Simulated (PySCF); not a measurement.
**Electron correlation in Br⁺ (bromine, charge +1)**

[Ar] 3d10 4s1 4p4 4d1, one real determinant (an excited configuration). Calculation: PySCF 2.14, in x2c-TZVPPall with one added diffuse shell each of s, p, d type (7s6p5d1f, 57 functions); the spin-free X2C one-electron Hamiltonian (Gaussian nucleus). Frozen: [Ar] 3d10; 6 electrons correlated.

```tsv
level	correlation energy (mhartree)
CCSD	-125.34
(T)	-9.69
CCSD(T)	-135.03
```

Diagnostics: T1 = 0.012, D1 = 0.0318, largest double amplitude 0.185.

Problem. Is a single reference adequate?

Solution. Not fully. The real determinant used has ⟨L²⟩ near 8 against 12 for a pure F term, so it mixes terms. The outer electron is Rydberg-like, and this basis confines it to a smaller radius and binds it less than a complete one would. A double-excitation amplitude exceeds 0.15, a sign of near-degeneracy.

The reference is one real determinant that mixes LS terms of this configuration.
